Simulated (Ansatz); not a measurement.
A structure relaxed at PBE-D4/def2-SVP in Ansatz, charge 1, doublet:

```
atom    x (Å)    y (Å)    z (Å)
 Ag1  -1.0289  -2.6060  -1.4999
 Ag2   1.2539  -1.1082  -0.5134
 Ag3   2.2423   1.0486   1.1274
 Ag4  -0.2530   1.3203   2.3654
 Ag5   0.0494  -3.4565   0.8583
 Ag6  -1.4517   2.0308  -0.1630
 Ag7   1.0807   1.7562  -1.4183
 Ag8  -1.3375  -0.8259   0.7708
 Te9   0.7507   3.4202   0.7650
Te10  -2.4689  -0.0156  -1.6742
Te11   0.1380  -0.2992  -2.9649
Te12   1.0250  -1.2645   2.3467
```

(1) Give its formula and point group.

(2) Summarise the bond lengths by kind (pairs closer than 1.2 times the sum of covalent radii, bridged metal pairs left out).

Results:

(1) Ag8Te4⁺. Point group Cs (tolerance 0.1 Å).

(2) 15 × Ag–Te 2.74 to 2.97 Å; 1 × Te–Te 2.92 Å; 1 × Ag–Ag 2.73 Å.

In the def2 sets Ag, Te take a core potential; there is no spin–orbit coupling. Another isomer (doublet) lies 0.52 eV lower at PBE0-D4/def2-TZVP; other spin states weren't run for this one.
